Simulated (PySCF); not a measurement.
Species: Ta(NEt)(NH2)3, C2H11N4Ta (singlet state).
Bonds: Ta1–N2, Ta1–N10, Ta1–N13, Ta1–N16, N2–C3, C3–C4. Hydrogens: H5, H6 on C3; H7, H8, H9 on C4; H11, H12 on N10; H14, H15 on N13; H17, H18 on N16.

Method: PBE0-D3(BJ)/def2-SVP geometry optimisation, gas phase, def2 core potentials past Kr (PySCF).

Question: Give the optimised bond lengths and angles.

Answer: 
| bond | length (Å) |
| --- | --- |
| Ta1–N2 | 1.771 |
| Ta1–N10, Ta1–N13, Ta1–N16 | 2.005 |
| N2–C3 | 1.420 |
| C3–C4 | 1.523 |
| C3–H5, C3–H6 | 1.107 |
| C4–H7, C4–H8, C4–H9 | 1.101 |
| N10–H11 and 5 like bonds | 1.016 |

Bonds in one row agree within 0.01 Å and their mean is given. A selection of angles:
| angle | degrees |
| --- | --- |
| N2–Ta1–N10 | 106.9 |
| N10–Ta1–N13 | 111.8 |
| Ta1–N2–C3 | 177.7 |
| N2–C3–C4 | 112.8 |
| N2–C3–H5 | 109.8 |
| C4–C3–H5 | 109.2 |
| H5–C3–H6 | 105.7 |
| C3–C4–H7 | 111.0 |
| H7–C4–H8 | 108.3 |
| Ta1–N10–H11 | 124.6 |
| Ta1–N10–H12 | 126.7 |
| H11–N10–H12 | 108.7 |

Ta1 (tantalum bonded to 4 N) is tetrahedral (angles from 106.9° to 112.0°). N10 (nitrogen bonded to Ta and 2 H) is planar (angles 126.7°, 124.6° and 108.7°, sum 360.0°, 0.00 Å off the plane of its three neighbours). The 4 N–Ta bonds span 1.771 Å (Ta1–N2) to 2.006 Å (Ta1–N16), a spread of 0.235 Å.

Point group: C1 (no symmetry element, even within 0.4 Å). No frequency check. Torsions: N2–Ta1–N10–H 179° and 0°, N2–Ta1–N13–H 0° and 179°, N2–Ta1–N16–H -1° and 179°.
